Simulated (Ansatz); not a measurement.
`NC[SiH2][NH][AlH2]` + HCl → `[AlH2][NH][SiH2]Cl` + CH₃NH₂  (ligand exchange at the Si–C bond)

Isolated molecules relaxed with PBE0-D4/def2-TZVP in Ansatz; ΔE leaves out vibrations. CBS: MP2 limit from def2 TZ/QZ plus the TZ coupled-cluster correction, frozen cores. This one scheme is used for every species. Functionals use def2-TZVPP. B3LYP here is the variant with VWN-RPA as its local correlation; programs differ in this. Each species was taken in one conformer, which may not be the lowest.

| level | ΔE (eV) |
| --- | --- |
| r2SCAN-D4 | -1.28 |
| B3LYP-D4 | -1.26 |
| ωB97M-V | -1.26 |
| B2PLYP | -1.30 |
| PBE | -1.24 |
| r2SCAN | -1.30 |
| B3LYP | -1.31 |
| CCSD(T)/def2-TZVPP | -1.22 |

(1) What does CCSD(T)/CBS give? (Estimate.)

Largest T1 diagnostic among the species: 0.011.

Results:

(1) The calculation gave: -1.26 eV. The listed levels differ from it by -0.02, 0.00, 0.00, -0.04, 0.02, -0.04, -0.05, 0.04 eV.

From PBE to PBE0 (25 % exact exchange), in def2-TZVPP and without D4, ΔE moves by −0.03 eV. The D4 term adds +0.04 eV with B3LYP and +0.03 eV with PBE0; it sums over pairs of atoms, weighted by their polarisabilities, and B3LYP, whose exchange is more repulsive, gets the larger term. In def2-TZVPP, CCSD(T) changes the Hartree–Fock value by +0.20 eV (the triples alone add +0.02 eV) and MP2 by +0.15 eV.
